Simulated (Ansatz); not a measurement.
A geometry relaxed with PBE0-D3(BJ)/def2-TZVP in Ansatz (a program for electronic structure), charge 0, multiplicity 1:

```xyz
12

C     -0.9277     1.4651     0.0269
H     -2.1193    -1.6683     0.0741
C      1.7231    -0.1890    -0.0566
H     -0.6684     2.0309    -0.8720
H      2.1203    -1.2051    -0.0523
H      2.1363     0.3482     0.8013
H      2.0765     0.3168    -0.9592
C     -1.0357    -1.6619     0.0407
H     -0.5891     2.0475     0.8880
H     -2.0139     1.3745     0.0763
Si    -0.1373    -0.2204     0.0070
H     -0.5648    -2.6383     0.0257
```

Write the SMILES of this molecule.

`C=[Si](C)C`
